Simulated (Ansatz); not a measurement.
SiO4H4: single points at one geometry.

```yaml
crystal:
  periodic: [false, false, false]
  atoms:
    - {symbol: Si, position_ang: [-0.142203, 0.358291, -0.542350]}
    - {symbol: O, position_ang: [-1.487873, 1.378673, -0.693639]}
    - {symbol: O, position_ang: [0.560179, -1.451437, 0.199450]}
    - {symbol: O, position_ang: [0.859695, 0.980659, 0.642003]}
    - {symbol: O, position_ang: [-1.708941, -0.127593, -0.241757]}
    - {symbol: H, position_ang: [0.537209, 0.112490, -1.820100]}
    - {symbol: H, position_ang: [0.560136, 1.848647, 0.943359]}
    - {symbol: H, position_ang: [-0.203989, -1.960262, 0.516276]}
    - {symbol: H, position_ang: [1.025787, -1.139468, 0.996749]}
basis:
  gaussian: {orbitals: def2-TZVPD, initial_orbitals: start.molden}
hamiltonian: {xc: pbe, dispersion: d4}
scf: {omitted_lower_state_checks: [starts]}
output: {orbitals: {seedname: orbitals}}
```

The file start.molden holds the orbitals of an earlier run on this structure, at another level or in another basis.

```sh
$ ansatz run in.yaml --threads 4 --pin off --events-out ev --progress --plain --max-ram 3916MiB
```

Output, abridged:

```
Functional definition: PBE
1215 factors; their error is unknown
mean field evaluation 1: about -16122.4255 eV, gradient 1.4e1 eV
mean field evaluation 2: about -16122.7001 eV, gradient 3.5e-1 eV
mean field evaluation 4: about -16122.6795 eV, gradient 4.4e-1 eV
mean field evaluation 8: about -16122.6797 eV, gradient 2.7e-5 eV
mean field -16122.67966561 eV, -592.4975493665 hartree, gradient 2.7e-5 eV, S^2 0.000000; 0 other end points of the search recorded, 0 dependent functions left out
reference -16122.67972917 eV, -592.4975517021 hartree; 25, 25 occupied and 214, 214 virtual orbitals, 1215 factors
Total energy: -16122.84307212 eV, -592.5035544450 hartree
Checks for a lower state left out: starts
```

Run time 1.4 s (4 threads of INTEL XEON PLATINUM 8581C on a shared host).

First input, but with `gaussian: {orbitals: def2-TZVP, initial_orbitals: start.molden}`, `correlation: {method: mp2}` and without the key `hamiltonian` (abridged; 1.6 s):

```
Functional definition: HF
mean field -16077.74625804 eV, -590.8462770950 hartree, gradient 2.4e-6 eV, S^2 0.000000; unrestricted orbitals would lower it
9 core orbitals not correlated: weight in the atoms' cores, before any rotation towards them, 1.000 or more for the frozen orbitals, at most 0.000 for the correlated occupied ones
second order -29.64368007 eV of doubles, -0.00000000 eV of singles
Total energy: -16107.38993811 eV, -591.9356622445 hartree
Checks for a lower state left out: starts
```

First input, but with `gaussian: {orbitals: def2-SVP, initial_orbitals: start.molden}` (abridged; 0.45 s):

```
Functional definition: PBE
mean field -16109.01920527 eV, -591.9955367084 hartree, gradient 1.7e-5 eV, S^2 0.000000
Total energy: -16109.18257657 eV, -592.0015404927 hartree
Checks for a lower state left out: starts
```

The first input with `gaussian: {orbitals: def2-TZVP, initial_orbitals: start.molden}` (abridged; 0.8 s):

```
Functional definition: PBE
mean field -16122.54772380 eV, -592.4927005942 hartree, gradient 2.6e-5 eV, S^2 0.000000
Total energy: -16122.71110279 eV, -592.4987046615 hartree
Checks for a lower state left out: starts
```

As the first input, with `gaussian: {orbitals: def2-TZVPP, initial_orbitals: start.molden}`, `correlation: {method: ccsd_t}` and without the key `hamiltonian` (abridged; 1.7 min):

```
Functional definition: HF
mean field -16077.87499519 eV, -590.8510080982 hartree, gradient 1.1e-6 eV, S^2 0.000000; unrestricted orbitals would lower it
mean field evaluation 16: about -16078.0056 eV, gradient 4.0e-2 eV
9 core orbitals not correlated: weight in the atoms' cores, before any rotation towards them, 1.000 or more for the frozen orbitals, at most 0.000 for the correlated occupied ones
second order -30.01924386 eV of doubles, -0.00000000 eV of singles
cycle   1  -29.32366127 eV  change    7.0e-1 eV  update   1.3e-1
cycle   2  -30.13509364 eV  change   -8.1e-1 eV  update   4.0e-2
cycle   3  -30.31849811 eV  change   -1.8e-1 eV  update   1.8e-2
cycle   4  -30.29773423 eV  change    2.1e-2 eV  update   4.2e-3
cycle   5  -30.29829763 eV  change   -5.6e-4 eV  update   2.1e-3
cycle   6  -30.29990862 eV  change   -1.6e-3 eV  update   6.3e-4
cycle   7  -30.29971197 eV  change    2.0e-4 eV  update   3.1e-4
cycle   8  -30.29963105 eV  change    8.1e-5 eV  update   1.4e-4
cycle   9  -30.29962734 eV  change    3.7e-6 eV  update   8.3e-5
cycle  10  -30.29959981 eV  change    2.8e-5 eV  update   4.3e-5
cycle  11  -30.29959376 eV  change    6.1e-6 eV  update   2.4e-5
perturbative correction -1.21645899 eV, -0.0447040434 hartree
Total energy: -16109.39104795 eV, -592.0092016745 hartree
Checks for a lower state left out: starts
```

As the first input, with `gaussian: {orbitals: def2-SVP, initial_orbitals: start.molden}`, `hamiltonian: {xc: pbe0, dispersion: d4}` (abridged; 0.55 s):

```
Functional definition: PBE0
mean field -16109.43958265 eV, -592.0109852920 hartree, gradient 2.3e-5 eV, S^2 0.000000
Total energy: -16109.57568422 eV, -592.0159869324 hartree
Checks for a lower state left out: starts
```

The first input with `hamiltonian: {xc: r2scan, dispersion: d4}` (abridged; 2 s):

```
Functional definition: r2SCAN
mean field -16130.54133188 eV, -592.7864602730 hartree, gradient 1.2e-5 eV, S^2 0.000000
Total energy: -16130.58043906 eV, -592.7878974353 hartree
Checks for a lower state left out: starts
```

Geometry: r2SCAN-D4/def2-SVP.

Correlated methods freeze 9 core orbitals. The restricted singlet is unstable towards broken spin symmetry in Hartree–Fock (as tested in another run); at PBE-D4/def2-TZVPD, PBE-D4/def2-SVP, PBE-D4/def2-TZVP, PBE0-D4/def2-SVP and others this wasn't settled. At MP2/def2-TZVP, CCSD(T)/def2-TZVPP the restricted singlet (for correlated methods, its reference) is unstable: a solution with broken spin symmetry lies lower. The structure comes from a short search, and lower isomers may exist.
